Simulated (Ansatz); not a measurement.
Compare A (`BN/C(C)=C\F`) with its isomer B (`BC(=C)NCF`).

Gas-phase electronic energies from Ansatz, PBE0-D4/def2-TZVP geometries. CBS: MP2 limit from def2 TZ/QZ plus the TZ coupled-cluster correction, frozen cores. Functionals use def2-TZVPP. B3LYP here is the variant with VWN-RPA as its local correlation; programs differ in this. Each species was taken in one conformer, which may not be the lowest.

A:

Z-matrix (Å, degrees):
```
C
C 1 1.487
H 1 1.093 2 111.0
H 1 1.093 2 111.0 3 -119.2
H 1 1.090 2 110.2 3 120.4
N 2 1.396 1 118.9 3 59.6
C 2 1.330 1 120.7 3 -120.4
B 6 1.395 2 129.0 1 -0.0
H 6 1.010 2 112.5 1 180.0
F 7 1.348 2 120.8 1 180.0
H 7 1.080 2 125.6 1 -0.0
H 8 1.193 6 120.4 2 0.0
H 8 1.195 6 117.5 2 -180.0
```

B:

```xyz
13

B     1.941   -0.367   -0.682
C     0.616    0.041   -0.023
C     0.606    1.175    0.710
N    -0.520   -0.721   -0.269
C    -1.782   -0.402    0.234
F    -2.363    0.707   -0.395
H     2.950    0.180   -0.358
H     1.962   -1.205   -1.541
H     1.546    1.660    0.933
H    -0.299    1.647    1.077
H    -0.477   -1.331   -1.066
H    -2.465   -1.239    0.086
H    -1.713   -0.145    1.294
```

Problem. Which is lower in electronic energy at CCSD(T)/CBS, and by how much? (Best estimate.)

Solution. The calculation gave: A, by 135.9 kJ/mol.

Problem. Give E(B) − E(A) in kJ/mol with B3LYP, PBE-D4, PBE0-D4, CCSD(T)/def2-TZVPP, MP2/def2-TZVPP, HF/def2-TZVPP, CCSD/def2-TZVPP. (Estimate.)

Solution. The calculation gave: B3LYP 134.4, PBE-D4 136.2, PBE0-D4 137.1, CCSD(T)/def2-TZVPP 136.1, MP2/def2-TZVPP 136.4, HF/def2-TZVPP 128.2, CCSD/def2-TZVPP 136.4. None reverses the order clearly.

Largest T1 diagnostic: 0.013.

In def2-TZVPP, CCSD(T) changes the Hartree–Fock value by +7.9 kJ/mol (the triples alone add −0.2 kJ/mol) and MP2 by +8.1 kJ/mol.
